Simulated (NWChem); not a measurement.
# CdH2S2; SMILES [SH][Cd][SH]

```xyz
5

Cd     0.0000     0.0000    -0.0196
S     -0.0305    -2.3455    -0.0282
H      0.9290    -2.4420     0.9201
S      0.0305     2.3455    -0.0282
H     -0.9290     2.4420     0.9201
```
Atoms are numbered in this order, from 1.

Program: NWChem. All runs use the structure optimised with PBE0/def2-SVP. def2 effective core potentials on Cd; no spin-orbit coupling. Vertical excitations in the gas phase.

Question: Predict the results for LRC-wPBEh/def2-SVP, full TDDFT. Quantities: lowest excitation, singlet (eV); orbital gap (eV).

Answer: 
```yaml
lowest excitation, singlet (eV): 4.90
orbital gap (eV): 9.38
```
